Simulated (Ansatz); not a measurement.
System: CH₃Cl₂Si, net charge -1, singlet state. It need not be the lowest isomer of its formula. Whether it binds its extra electron was not tested at this geometry. SMILES: [CH2-][SiH](Cl)Cl
Geometry from a B3LYP-D3(BJ)/def2-TZVP (Ansatz, an electronic-structure program) optimisation:
```
Si
C 1 1.7288
H 2 1.0854 1 121.83
H 2 1.0883 3 114.57 1 150.96
H 1 1.4831 2 116.09 3 -170.31
Cl 1 2.1362 5 105.71 2 -126.21
Cl 1 2.2203 5 97.42 2 134.05
```
Charge -1, spin multiplicity 1.

Parts of the frozen-core correlation energy in cc-pV(T+d)Z (Ansatz, hartree). Frozen orbitals: 16; correlated occupied orbitals by spin: 13 and 13; virtual: 160 and 160. No spin-orbit coupling. Non-relativistic.

| term | value |
|---|---|
| reference (HF) | -1247.70977 |
| MP2 opposite-spin | -0.52091 |
| MP2 same-spin | -0.16607 |
| CCSD correlation | -0.73604 |
| (T) | -0.03250 |
| T1 diagnostic | 0.010 |
| largest doubles amplitude | 0.026 |
